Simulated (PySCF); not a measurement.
CH₃FO₃Si.

```xyz
9

O      1.1898     1.6121     0.2427
C      1.5179     0.5786     0.7660
O      0.7874    -0.5378     0.7649
Si    -0.7102    -0.6434    -0.0449
O     -1.5065     0.7778     0.0235
F     -0.3337    -1.0603    -1.5585
H      2.4710     0.4398     1.3153
H     -1.4731    -1.7242     0.5846
H     -0.9250     1.5460    -0.0897
```
Charge 0, spin multiplicity 1.

Geometry: ωB97X-D3(BJ)/def2-SVP. The structure was generated by enumeration; whether it is a known compound was not checked. One conformer was computed; it need not be the lowest.

Calculation: PBE0/pcSseg-1 (PySCF). Non-relativistic, no solvent.

Computed absolute GIAO shielding of each atom: isotropic value and principal components (ppm):
| atom | σ(iso) | σ11 | σ22 | σ33 | span |
|---|---|---|---|---|---|
| O1 | -125.9 | -377.0 | -247.3 | 246.6 | 623.6 |
| C2 | 16.0 | -86.5 | 59.8 | 74.8 | 161.2 |
| O3 | 88.1 | -67.7 | 160.3 | 171.8 | 239.5 |
| Si4 | 399.5 | 362.3 | 391.6 | 444.5 | 82.2 |
| O5 | 258.3 | 224.8 | 250.1 | 300.1 | 75.3 |
| F6 | 304.5 | 245.1 | 287.6 | 381.0 | 135.9 |
| H7 | 23.4 | 19.2 | 23.1 | 27.8 | 8.6 |
| H8 | 26.8 | 23.4 | 23.6 | 33.4 | 9.9 |
| H9 | 26.9 | 17.9 | 23.5 | 39.4 | 21.6 |
